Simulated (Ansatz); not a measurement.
Conformers of CH4Cl2OSTi (`C[S][Ti]([OH])([Cl])[Cl]`), each relaxed with PBE0-D4/def2-TZVP in Ansatz. CBS adds the triple-zeta coupled-cluster correction to the MP2 limit.

Outer-core shells of Ti are correlated without core-valence functions. Scalar relativity is left out up to krypton.

Not all of them had a frequency check.

Conformer A:

```xyz
10

C     0.744   -0.447    1.591
S     1.239    0.918    0.494
Ti   -0.359    0.753   -1.084
O    -0.614   -0.965   -1.382
Cl   -2.231    1.609   -0.314
Cl    0.349    1.849   -2.838
H     0.638   -1.373    1.029
H     1.534   -0.559    2.333
H    -0.190   -0.206    2.097
H    -1.111   -1.577   -1.926
```

Conformer B:

```xyz
10

C     0.053    0.779    1.787
S    -0.251   -0.870    1.081
Ti   -0.003   -0.385   -1.100
O    -0.298   -1.888   -1.928
Cl   -1.454    1.185   -1.616
Cl    2.035    0.384   -1.412
H     1.011    1.177    1.451
H    -0.751    1.462    1.515
H     0.078    0.661    2.870
H    -0.421   -2.505   -2.648
```

Question: Which is lowest in electronic energy at CCSD(T)/CBS (frozen core, def2 sets), and by how much? (Estimate.)

Answer: Computed: B; A lies 7.7 kJ/mol higher.

Question: Give the energies relative to B (kJ/mol) with B2PLYP/def2-TZVPP, r2SCAN/def2-TZVPP, HF/def2-TZVPP, SCS-MP2/def2-TZVPP, CCSD/def2-TZVPP, SCS-MP2/def2-QZVPP, HF/CBS(def2). (An estimate is asked.)

Answer: Computed: 
```csv
level,A
B2PLYP/def2-TZVPP,6.9
r2SCAN/def2-TZVPP,5.8
HF/def2-TZVPP,5.3
SCS-MP2/def2-TZVPP,8.1
CCSD/def2-TZVPP,7.3
SCS-MP2/def2-QZVPP,7.8
HF/CBS(def2),5.0
```
